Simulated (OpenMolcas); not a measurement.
**OpenMolcas run: Ni7+**

Input:

```
&GATEWAY
Coord
1

Ni 0.0 0.0 0.0
Basis=ANO-RCC-VQZP
Group=XYZ
NoMove
AngMom=0.0 0.0 0.0
AMFI
&SEWARD
* reference wave functions (RASSCF and RASSI steps not shown): 3 electrons in 10 orbitals (3d 4d)
>>> COPY JOB001 $Project.JobIph
&CASPT2
Multistate=10 1 2 3 4 5 6 7 8 9 10
Frozen=1 0
IPEA=0.0
Imaginary=0.1
MaxIter=60
WThr=0.0 0.3 0.05
PrWF=0.5
NoMix
>>> COPY JOB002 $Project.JobIph
&CASPT2
Multistate=40 1 2 3 4 5 6 7 8 9 10 11 12 13 14 15 16 17 18 19 20 21 22
23 24 25 26 27 28 29 30 31 32 33 34 35 36 37 38 39 40
Frozen=1 0
IPEA=0.0
Imaginary=0.1
MaxIter=60
WThr=0.0 0.3 0.05
PrWF=0.5
NoMix
```

Launched by
```bash
OMP_NUM_THREADS=1 MOLCAS_MEM=1689 MOLCAS_PROJECT=a pymolcas a.inp > a.log  # once for each step of the input, in one work folder
```

Output, cut to the results:

```
--- CASPT2 ---
Orbital specifications:
      -----------------------

      Symmetry species                           1   2
                                                ag  au
      Frozen orbitals                            1   0
      Inactive orbitals                          2   6
      Active orbitals                           10   0
      Secondary orbitals                        32  44
      Deleted orbitals                           0   0
      Number of basis functions                 45  50
Type of calculation                        MS-CASPT2
      Fock operator                              state-specific
      IPEA shift                                 0.00
      Real shift                                 0.00
      Imaginary shift                            0.10
      The input orbitals will be transformed to quasi-canonical
Reference energy:       -1503.5731067877
      E2 (Non-variational):      -0.4761548828
      Shift correction:          -0.0000320865
      E2 (Variational):          -0.4761869693
      Total energy:           -1504.0492937570
      Residual norm:              0.0000006906
      Reference weight:           0.96872
      Contributions to the CASPT2 correlation energy
      Active & Virtual Only:         -0.0137501214
      One Inactive Excited:          -0.2022217101
      Two Inactive Excited:          -0.2601830513
Reference energy:       -1503.5731067877
      E2 (Non-variational):      -0.4752160509
      Shift correction:          -0.0000317169
      E2 (Variational):          -0.4752477678
      Total energy:           -1504.0483545555
      Residual norm:              0.0000006706
      Reference weight:           0.96891
      Contributions to the CASPT2 correlation energy
      Active & Virtual Only:         -0.0137041252
      One Inactive Excited:          -0.2017649326
      Two Inactive Excited:          -0.2597469931
::    CASPT2 Root  1     Total energy:  -1504.04929376
::    CASPT2 Root  2     Total energy:  -1504.04835456
::    CASPT2 Root  3     Total energy:  -1504.04721461
::    CASPT2 Root  4     Total energy:  -1504.04733675
::    CASPT2 Root  5     Total energy:  -1504.04771183
::    CASPT2 Root  6     Total energy:  -1504.04690818
::    CASPT2 Root  7     Total energy:  -1504.04682327
::    CASPT2 Root  8     Total energy:  -1503.94646257
::    CASPT2 Root  9     Total energy:  -1503.94646257
::    CASPT2 Root 10     Total energy:  -1503.94646257
::    MS-CASPT2 Root  1     Total energy:  -1504.04957323
::    MS-CASPT2 Root  2     Total energy:  -1504.04876361
::    MS-CASPT2 Root  3     Total energy:  -1504.04813773
::    MS-CASPT2 Root  4     Total energy:  -1504.04757669
::    MS-CASPT2 Root  5     Total energy:  -1504.04685752
::    MS-CASPT2 Root  6     Total energy:  -1504.04647987
::    MS-CASPT2 Root  7     Total energy:  -1504.04626787
::    MS-CASPT2 Root  8     Total energy:  -1503.94645969
::    MS-CASPT2 Root  9     Total energy:  -1503.94645934
::    MS-CASPT2 Root 10     Total energy:  -1503.94645514
--- CASPT2 ---
Orbital specifications:
      -----------------------

      Symmetry species                           1   2
                                                ag  au
      Frozen orbitals                            1   0
      Inactive orbitals                          2   6
      Active orbitals                           10   0
      Secondary orbitals                        32  44
      Deleted orbitals                           0   0
      Number of basis functions                 45  50
Type of calculation                        MS-CASPT2
      Fock operator                              state-specific
      IPEA shift                                 0.00
      Real shift                                 0.00
      Imaginary shift                            0.10
      The input orbitals will be transformed to quasi-canonical
Reference energy:       -1503.4475161113
      E2 (Non-variational):      -0.4902412559
      Shift correction:          -0.0000358295
      E2 (Variational):          -0.4902770854
      Total energy:           -1503.9377931967
      Residual norm:              0.0000002531
      Reference weight:           0.96668
      Contributions to the CASPT2 correlation energy
      Active & Virtual Only:         -0.0183476632
      One Inactive Excited:          -0.2079720684
      Two Inactive Excited:          -0.2639215244
Reference energy:       -1503.4475161113
      E2 (Non-variational):      -0.4902676136
      Shift correction:          -0.0000358434
      E2 (Variational):          -0.4903034569
      Total energy:           -1503.9378195682
      Residual norm:              0.0000002518
      Reference weight:           0.96668
      Contributions to the CASPT2 correlation energy
      Active & Virtual Only:         -0.0183463938
      One Inactive Excited:          -0.2079851380
      Two Inactive Excited:          -0.2639360818
::    CASPT2 Root  1     Total energy:  -1503.93779320
::    CASPT2 Root  2     Total energy:  -1503.93781957
::    CASPT2 Root  3     Total energy:  -1503.93785602
::    CASPT2 Root  4     Total energy:  -1503.93782082
::    CASPT2 Root  5     Total energy:  -1503.93790495
::    CASPT2 Root  6     Total energy:  -1503.93780743
::    CASPT2 Root  7     Total energy:  -1503.93789523
::    CASPT2 Root  8     Total energy:  -1503.93778972
::    CASPT2 Root  9     Total energy:  -1503.93777066
::    CASPT2 Root 10     Total energy:  -1503.89074549
::    CASPT2 Root 11     Total energy:  -1503.89226636
::    CASPT2 Root 12     Total energy:  -1503.89055697
::    CASPT2 Root 13     Total energy:  -1503.89280942
::    CASPT2 Root 14     Total energy:  -1503.89136145
::    CASPT2 Root 15     Total energy:  -1503.89260329
::    CASPT2 Root 16     Total energy:  -1503.89106679
::    CASPT2 Root 17     Total energy:  -1503.89106449
::    CASPT2 Root 18     Total energy:  -1503.89010525
::    CASPT2 Root 19     Total energy:  -1503.89237974
...
```

Levels above the lowest, from the spin-orbit matrix with the multistate effective Hamiltonian, averaged by term, added to it:

```tsv
Configuration	Term	J	E (cm-1)	Measured (cm-1)	g	Term weight %	Second
3d3	4F	3/2	0.0	0.0	0.400	100	
3d3	4F	5/2	956	1012	1.029	100	
3d3	4F	7/2	2220	2184	1.238	100	
3d3	4F	9/2	3730	3721	1.333	99	
3d3	4P	1/2	23390	23261	2.632	98	
3d3	4P	3/2	23630	23710	1.713	95	5 2P
3d3	4P	5/2	24930	24669	1.600	100	
3d3	2G	7/2	25560		0.889	100	
3d3	2G	9/2	26800		1.106	96	3 2H
3d3	2P	3/2	32430		1.122	53	42 2D(1)
3d3	2P	1/2	32920		0.704	98	
3d3	2H	9/2	36190		0.916	97	3 2G
3d3	2D(1)	5/2	36250		1.202	99	
3d3	2D(1)	3/2	36560		1.032	57	42 2P
3d3	2H	11/2	37060		1.091	100	
3d3	2F	7/2	57960		1.143	100	
3d3	2F	5/2	58470		0.858	100	
3d3	2D(2)	5/2	91380		1.200	100	
3d3	2D(2)	3/2	91890		0.800	100
```

Against the 6 measured excited levels shown (Corliss and Sugar, J. Phys. Chem. Ref. Data 10, 197 (1981)) the mean absolute deviation is 93 cm-1; the largest miss in energy is 3d3 4P 5/2: computed 24930, measured 24669 cm-1 (+1.1 %), and the largest in proportion 3d3 4F 5/2 (-5.5 %).

Term energies are means over components that CASPT2 splits; among the terms shown or strongly mixed into the levels shown the widest spread is 730 cm-1 (3d3 4F). Active for correlation alone: 4d; no level in the range computed is led by a configuration that fills it, so any true level of that kind is missing. Computed and measured levels are paired by configuration, term and J; levels that our copy of the source lacks, or whose pairing is in doubt (as where it misses far off the trend of its configuration), stay unpaired and out of the deviations. Only configurations of the active space appear. The first state left out of the spin-orbit step lies near 740000 cm-1 above the lowest spin-free state of the reference (among the parities and spins computed), and the list stops at four fifths of that energy or lower.

The CASPT2 steps took 9.1 min on 1 thread of Intel(R) Xeon(R) Platinum 8375C CPU @ 2.90GHz (Ice Lake) (shared host); the integral step is not counted.

The term weight is that of the spin-free term in the level, not the purity of its configuration. A number in round brackets counts repeated terms of one configuration in the order of the reference energies.
